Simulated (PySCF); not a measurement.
## Input and output

Gd(NH2)3 (singlet in the valence; each metal's 4f electrons, 7 of them, lie in its core potential, out of spins and levels). PySCF 2.14.0, RKS PBE0, Gd lcecp-1-SVP with ECP53, N def2-SVP, H def2-SVP; non-relativistic Hamiltonian with scalar-relativistic core potentials where named; density fitting; no spin-orbit coupling. Purpose: all atoms moved at random, sigma 0.1 A.

```python
mol = gto.M(atom='''
Gd     0.08752    -0.01361     0.16482
N      2.20947     0.11112    -0.16012
H      2.75022     0.76918    -0.27687
H      2.65535    -0.93710    -0.26634
N     -1.21194     1.94978     0.15445
H     -2.00269     1.92698     0.45149
H     -0.64882     2.82540     0.21746
N     -0.97212    -1.78084    -0.16859
H     -2.10188    -2.07597     0.00694
H     -0.76510    -2.77494    -0.12325''',
    basis={'Gd': 'lcecp-1-SVP', 'N': 'def2-SVP', 'H': 'def2-SVP'},
    ecp={'Gd': 'lcecp-1-SVP'},
    charge=0, spin=0)
mf = dft.RKS(mol, xc='PBE0')
mf.grids.atom_grid = (50, 194)  # f atoms: unpruned, at least (60, 302)
mf = mf.density_fit()  # fitting sets: Gd AutoAux, N def2-universal-JKFIT, H def2-universal-JKFIT
mf.conv_tol = 1e-08; mf.max_cycle = 55
mf.kernel(dm0)  # dm0: converged density of the relaxed state
mf.nuc_grad_method().kernel()
```

Run from Python with OMP_NUM_THREADS=2; the lines above give its settings. Where DIIS fails, smearing, a level shift and second-order steps follow.
It took 5.2 s on 2 threads of Intel(R) Xeon(R) Platinum 8375C CPU @ 2.90GHz (Ice Lake), on a shared host, from an already converged density.

Where do the frontier levels lie, over both spins?

HOMO -5.64 eV, LUMO -1.21 eV. The 4f levels lie in the core potential and are missing.

What are the Mulliken charges and spins?


```
atom  charge (e)  spin (e)
 Gd1       0.889     0.000
  N2      -0.508     0.000
  H3       0.076     0.000
  H4       0.154     0.000
  N5      -0.534     0.000
  H6       0.068     0.000
  H7       0.130     0.000
  N8      -0.520     0.000
  H9       0.135     0.000
 H10       0.111     0.000
```
The spin of the 4f electrons in the core isn't counted.

What forces act on the atoms (eV/Å)?


```
Gd   -1.01   3.13   0.12
N    -6.66 -12.69   1.44
H     8.33   8.72  -1.77
H    -0.82   3.81   0.20
N    15.28  -1.14  -4.75
H   -13.03   0.65   4.83
H    -1.39  -0.67   0.08
N    -5.25  -3.43   0.93
H     3.43   2.00  -0.71
H     1.14  -0.38  -0.37
```
Forces carry noise of the integration grid, about 0.01 to 0.03 eV/Å.

How does its energy compare with the relaxed singlet of charge +0 in vacuum?

It lies 3.233 eV higher.

An lcecp potential fixes the number of 4f electrons, so in runs with it no electron can move into or out of that shell.
